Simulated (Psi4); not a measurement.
## MP2, SCS-MP2 and SOS-MP2 from spin components

System: C$_{2}$H$_{7}$AlO (SMILES C[O][AlH][CH3]), singlet, at a GFN2-xTB geometry (such geometries of metal compounds can be far from the true shape). Level: MP2/cc-pVDZ run with Psi4. Sums are taken with unrounded values, so a last digit can differ.

The Psi4 input:
```
memory 2 GB

molecule mol {
0 1
Al   -0.537485    0.520755    0.380482
H    -2.048435    0.620966    0.616850
C     0.762295    1.871223    1.057546
H     1.501327    1.429876    1.734443
H     0.266985    2.676165    1.604962
H     1.333831    2.337132    0.247945
O    -0.114477   -0.816681   -0.487025
C     0.222823   -1.957066   -1.223050
H     0.135717   -1.750324   -2.292498
H     1.250610   -2.254978   -1.002738
H    -0.447621   -2.780149   -0.966004
}

set {
  basis cc-pvdz
  reference rhf
  freeze_core true
}

energy('mp2')
print_variables()
```

It gave an SCF energy of -396.629267 Eh, a same-spin correlation energy of -0.121995 Eh and an opposite-spin one of -0.417134 Eh.

Q: Work out the MP2, SCS-MP2 (6/5 and 1/3) and SOS-MP2 (1.3 and 0) correlation and total energies.

A: MP2: -0.417134 + (-0.121995) = -0.539129 Eh, total -397.168396 Eh, as the program printed. SCS-MP2: 1.2 × (-0.417134) + (-0.121995)/3 = -0.541226 Eh, total -397.170493 Eh. SOS-MP2: 1.3 × (-0.417134) = -0.542274 Eh, total -397.171541 Eh. Opposite spins carry 77 % of the MP2 correlation; same-spin pairs are already kept apart by exchange.
